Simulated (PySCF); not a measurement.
This PySCF input asks for the NMR shieldings of `InChI=1S/C6H9FSSi/c1-9(5-7)6-3-2-4-8-6/h2-4,9H,5H2,1H3/t9-/m1/s1`; the geometry comes from GFN2-xTB.

```python
import basis_set_exchange as bse
import numpy as np
from pyscf import gto, dft
from pyscf.prop import nmr

atoms = """
C    -1.810918    1.753547   -0.028591
Si   -1.121210    0.111202   -0.685208
C    -1.966389   -1.346900    0.238982
F    -1.730471   -1.267061    1.598084
C     0.721702    0.000282   -0.363262
C     1.414259   -0.776160    0.520801
C     2.808583   -0.566750    0.491269
C     3.170848    0.371875   -0.420428
S     1.815569    1.016047   -1.254858
H    -1.709169    1.813921    1.052571
H    -1.280841    2.597842   -0.459883
H    -2.864756    1.866102   -0.267388
H    -1.402634   -0.079161   -2.117153
H    -3.050932   -1.333029    0.115912
H    -1.596448   -2.323944   -0.078768
H     0.932926   -1.473154    1.182848
H     3.508006   -1.089093    1.119634
H     4.153116    0.730751   -0.656218
"""
names = dict.fromkeys(["C", "Si", "F", "S", "H"], "pcSseg-1")
basis = {el: gto.basis.parse(bse.get_basis(n, elements=[el], fmt="nwchem")) for el, n in names.items()}
mol = gto.M(atom=atoms, basis=basis, charge=0, verbose=0)
mf = dft.RKS(mol, xc="PBE0")
mf.grids.level = 2
mf.grids.alignment = dft.numint.BLKSIZE   # the property module wants whole blocks of grid points
mf.conv_tol = 1e-9
mf.kernel()

calc = nmr.RKS(mf)   # GIAO
C = mf.mo_coeff
Co = C[:, mf.mo_occ > 0]
resp = mf.gen_response(singlet=True, hermi=2)
def vind(x):   # induced exchange potential for any number of trial vectors
    d = np.einsum("pi,xij,qj->xpq", C, 2 * x.reshape(-1, C.shape[1], Co.shape[1]), Co, optimize=True)
    return np.einsum("xpq,pi,qj->xij", resp(d - d.transpose(0, 2, 1)), C, Co, optimize=True).ravel()
mo1, _ = nmr.rhf.solve_mo1(calc, with_cphf=vind)
sigma = calc.kernel(mo1)
for i, s in enumerate(sigma):   # ppm
    print("%2d %-2s %9.2f" % (i, mol.atom_pure_symbol(i), np.trace(s) / 3))
```

Problem. What does it print?

Solution. 
```
 0 C     189.53
 1 Si    381.31
 2 C     107.17
 3 F     480.74
 4 C      45.01
 5 C      46.27
 6 C      55.30
 7 C      44.91
 8 S     244.95
 9 H      30.92
10 H      31.27
11 H      31.47
12 H      26.91
13 H      26.62
14 H      26.37
15 H      24.02
16 H      24.41
17 H      24.13
```

These numbers come from an equivalent density-fitted implementation of the same equations, which agrees with the script to about 0.01 ppm for H and up to a few tenths of a ppm for heavy atoms, so last digits may differ.

Problem. Turn these shieldings into chemical shifts. Scale: 13C (σref 186.93), 29Si (σref 349.16), 1H (σref 31.72) against TMS; 19F (σref 170.95) vs CFCl3; CS2 for 33S (σref 503.73) (reference shieldings calculated alike).

Solution. Averaging equivalent atoms: C 7: 142.0; C 4: 141.9; C 5: 140.7; C 6: 131.6; C 2: 79.8; C 0: -2.6; Si 1: -32.2; F 3: -309.8; S 8: 259; H 15: 7.69; H 17: 7.59; H 16: 7.31; H 14: 5.35; H 13: 5.09; H 12: 4.80; H 9/10/11: 0.50 ppm. Unscaled 19F shifts against computed CFCl3 carry errors that often reach 10 to 50 ppm.

Size and cost of the density-fitted run: 212 basis functions, 84 s wall time on 1 thread of an Arm Neoverse N1, shared host; peak memory 0.95 GiB.
